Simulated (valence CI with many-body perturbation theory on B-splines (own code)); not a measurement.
Results of a calculation; reference values are marked as such.
**Ladder of approximations for Re XLIV**

Method: configuration interaction combined with many-body perturbation theory (CI+MBPT): four valence electrons over a frozen Dirac-Fock core [Ar] 3d10, radial functions for each j: 11 s, 11 p, 9 d, 7 f, 5 g, 2 h, 1 i, with the one-electron correlation potential Σ1 (screened to all orders), the two-electron term Σ2, the three-electron term Σ3, Breit, model QED; selected single and double excitations, second order for the rest (own B-spline code, finite nucleus).

No measured spectrum was set against this ion. As an estimate, large intervals hold to a few tenths of a per cent, small ones and those within an open d or f shell to about a per cent.

Each rung adds one term. CI alone is the Dirac-Coulomb CI over the frozen core; QED comes last and gives the full result, which names the levels. Energies are above (4s^2 4p1/2^2) J=0 on the same rung, in cm⁻¹.

Levels are named by their leading jj configuration (3d3/2^4 stands for four electrons in 3d with j = 3/2), which in mixed levels can hold well under half, so a name can repeat and another be missing. Letters in brackets count levels of one name in rising energy.

| Level | CI alone | Σ1 | Σ2 | Σ3 | Breit | QED | Full |
| --- | --- | --- | --- | --- | --- | --- | --- |
| (4s^2 4p1/2 4p3/2) J=1 | 800513 | +2162 | +1753 | +118 | -9600 | +959 | 795907 |
| (4s^2 4p1/2 4p3/2) J=2 | 836728 | +2172 | +1234 | +45 | -9981 | +961 | 831160 |
| (4s 4p1/2^2 4p3/2) J=2 | 1599060 | +1244 | +2530 | +290 | -1802 | -9554 | 1591770 |
| (4s^2 4p3/2^2) J=2 | 1664010 | +4333 | +2772 | +93 | -19283 | +1860 | 1653780 |
| (4s 4p1/2^2 4p3/2) J=1 | 1724360 | +1244 | -2114 | +140 | -1886 | -9324 | 1712420 |
| (4s^2 4p3/2^2) J=0 | 1741130 | +4346 | +1597 | -72 | -18815 | +1852 | 1730040 |
| (4s^2 4p1/2 4d3/2) J=2 | 2072300 | +266 | +747 | +325 | -13012 | -1174 | 2059450 |
| (4s^2 4p1/2 4d3/2) J=1 | 2230710 | +399 | -7682 | -28 | -12234 | -1612 | 2209550 |
| (4s^2 4p1/2 4d5/2) J=2 | 2285020 | +2027 | +2069 | +396 | -14584 | -3576 | 2271350 |
| (4s^2 4p1/2 4d5/2) J=3 | 2315410 | +1510 | -217 | +260 | -16427 | -1805 | 2298730 |
| (4s 4p1/2 4p3/2^2) J=2 [a] | 2424320 | +2467 | -1483 | +150 | -12779 | -5859 | 2406820 |
| (4s 4p1/2 4p3/2^2) J=3 | 2468820 | +3000 | +866 | +195 | -12735 | -7297 | 2452850 |
| (4s 4p1/2 4p3/2^2) J=0 | 2497740 | +3361 | +2715 | +179 | -10874 | -8423 | 2484700 |
| (4s 4p1/2 4p3/2^2) J=1 [a] | 2558500 | +3388 | -450 | +139 | -11411 | -8379 | 2541790 |
| (4s 4p1/2 4p3/2^2) J=2 [b] | 2581830 | +3306 | -2747 | +141 | -11971 | -8067 | 2562490 |
| (4s 4p1/2 4p3/2^2) J=1 [b] | 2596130 | +3380 | -5065 | +72 | -10951 | -8594 | 2574970 |
| (4s 4p1/2^2 4d3/2) J=1 | 2880810 | -663 | +905 | +451 | -4352 | -11689 | 2865460 |
| (4s 4p1/2^2 4d3/2) J=2 | 2908900 | -605 | +641 | +388 | -4775 | -11720 | 2892830 |
| (4s^2 4p3/2 4d3/2) J=2 | 3011950 | +2519 | -5345 | +122 | -21753 | -786 | 2986700 |

The middle columns are the shifts that each term adds.

(1) How does the ionisation energy move along the ladder, and which term matters most?

Answers

(1) CI alone 2242.3, + Σ1 2244.2, + Σ2 2244.4, + Σ3 2244.3, + Breit 2241.5, + QED 2241.4 eV. The largest step is Breit, -2.8 eV. NIST lists 2240 ± 4 eV (theoretical).
